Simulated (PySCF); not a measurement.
**Zr (zirconium, neutral) across methods**

[Kr] 4d4, high-spin 5D determinant (an excited configuration). Calculation: PySCF 2.14, in aug-cc-pVTZ-PP with one added diffuse shell each of s, p, d, f, g type with ECP28MDF (7s7p6d4f3g, 113 functions); a scalar-relativistic core potential.

```json
{"method": "BP86", "E (hartree)": "-46.7369", "mean ε 4p α (eV)": "-29.526", "mean ε 4p β (eV)": "-27.926", "mean ε 4d α (eV)": "-2.067", "Σ⟨r²⟩ (bohr²)": "54.82", "⟨S²⟩": "6.001"}
{"method": "LDA", "E (hartree)": "-46.5450", "mean ε 4p α (eV)": "-29.448", "mean ε 4p β (eV)": "-27.801", "mean ε 4d α (eV)": "-2.073", "Σ⟨r²⟩ (bohr²)": "55.12", "⟨S²⟩": "6.000"}
{"method": "PBE0", "E (hartree)": "-46.6660", "mean ε 4p α (eV)": "-31.816", "mean ε 4p β (eV)": "-29.495", "mean ε 4d α (eV)": "-2.707", "Σ⟨r²⟩ (bohr²)": "53.49", "⟨S²⟩": "6.001"}
{"method": "r2SCAN", "E (hartree)": "-46.6913", "mean ε 4p α (eV)": "-30.392", "mean ε 4p β (eV)": "-28.168", "mean ε 4d α (eV)": "-1.960", "Σ⟨r²⟩ (bohr²)": "53.98", "⟨S²⟩": "6.002"}
{"method": "MN15", "E (hartree)": "-46.5748", "mean ε 4p α (eV)": "-31.865", "mean ε 4p β (eV)": "-30.065", "mean ε 4d α (eV)": "-3.063", "Σ⟨r²⟩ (bohr²)": "52.72", "⟨S²⟩": "6.002"}
{"method": "UHF", "E (hartree)": "-46.21420", "mean ε 4p α (eV)": "-38.646", "mean ε 4p β (eV)": "-34.253", "mean ε 4d α (eV)": "-4.769", "Σ⟨r²⟩ (bohr²)": "51.99", "⟨S²⟩": "6.006"}
{"method": "PBE", "E (hartree)": "-46.6837", "mean ε 4p α (eV)": "-29.421", "mean ε 4p β (eV)": "-27.719", "mean ε 4d α (eV)": "-1.966", "Σ⟨r²⟩ (bohr²)": "55.22", "⟨S²⟩": "6.001"}
```

(1) Estimate the same row for wB97X.

Energies and moments cover only the electrons outside the core potential.

## Answers

(1) E (hartree) = -46.6298; mean ε 4p α (eV) = -34.061; mean ε 4p β (eV) = -31.878; mean ε 4d α (eV) = -4.333; Σ⟨r²⟩ (bohr²) = 52.70; ⟨S²⟩ = 6.001.
